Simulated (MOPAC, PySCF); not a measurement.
C9H7BFN, SMILES `c1ccc2cc(cc(F)c2n1)B`, neutral singlet in the gas phase. 

Z-matrix (Å, degrees):
```
C
C 1 1.4166
H 2 1.0930 1 118.72
C 2 1.3949 3 119.67 1 180.00
C 1 1.4210 2 123.34 3 0.00
C 5 1.3760 1 119.38 2 180.00
H 6 1.0918 5 121.48 1 -180.00
H 5 1.0932 6 121.34 7 0.00
C 6 1.4206 7 119.88 5 180.00
N 9 1.3153 6 124.06 7 179.99
C 10 1.3547 9 117.99 6 0.01
H 9 1.0970 10 116.60 11 -179.99
C 11 1.4284 10 119.35 9 180.00
F 13 1.3316 11 118.12 10 -0.01
C 13 1.3716 14 120.21 11 -179.99
H 15 1.0918 13 118.68 14 -0.01
B 4 1.5412 2 120.37 3 -0.02
H 17 1.2067 4 120.57 2 -179.98
H 17 1.2070 18 119.63 4 -179.99
```
Charge 0, multiplicity 1.

All levels are single points at this geometry (B3LYP-D3(BJ)/def2-SVP); Pople sets use spherical d functions. Orbital energies aren't observables, and empty levels follow the basis.

```
level                            HOMO (eV)  LUMO (eV)  gap (eV)  dipole (D)  vertical IE, Delta-SCF (eV)
-------------------------------  ---------  ---------  --------  ----------  ---------------------------
B3LYP-D3(BJ)/def2-TZVP in PySCF      -6.81      -2.70      4.11        3.30                         8.61
PBE-D3(BJ)/def2-TZVP in PySCF        -6.11      -3.36      2.75        3.10                         8.53
B3LYP/3-21G in PySCF                 -6.58      -2.43      4.15        3.17                            –
B3LYP/6-311+G** in PySCF             -6.87      -2.75      4.12        3.50                            –
B3LYP/6-31G* in PySCF                -6.49      -2.34      4.15        3.12                         8.36
M06-2X/6-31G* in PySCF               -7.78      -1.46      6.32        3.20                            –
PBE/6-31G* in PySCF                  -5.78      -3.03      2.76        2.91                            –
HF/3-21G in PySCF                    -8.72       1.03      9.74        4.03                            –
HF/STO-3G in PySCF                   -6.56       4.20     10.76        2.69                            –
AM1 in MOPAC                         -9.16      -0.95      8.20        3.19                            –
PM3 in MOPAC                         -9.45      -1.47      7.98        3.39                            –
PM6 in MOPAC                         -9.44      -1.42      8.02        3.55                            –
PM7 in MOPAC                         -9.48      -1.52      7.96        3.77                            –
```
